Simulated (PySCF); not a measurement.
A calculated (M06-2X, PySCF 2.14, x2c-TZVPall, scalar relativity by spin-free X2C-1e) atom or ion has these occupied shells.

```csv
shell,electrons,orbital energy (eV),"rms radius, mean of both spins (bohr)"
1s β,1,-19955.3,0.0404
1s α,1,-19955.3,0.0404
2s α,1,-2857.9,0.167
2s β,1,-2857.3,0.167
2p α,3,-2558.7,0.148
2p β,3,-2558.1,0.148
3s α,1,-504.60,0.459
3s β,1,-504.27,0.459
3p α,3,-405.91,0.463
3p β,3,-405.51,0.463
3d α,5,-242.96,0.453
3d β,5,-242.08,0.453
4s α,1,-79.103,1.19
4s β,1,-76.028,1.19
4p α,3,-51.939,1.34
4p β,3,-47.642,1.34
4d α,5,-14.046,2.02
```

Problem. Name the element and its charge.

Solution. Mo⁺ (molybdenum, charge +1), in [Kr] 4d5, high-spin 6S determinant.
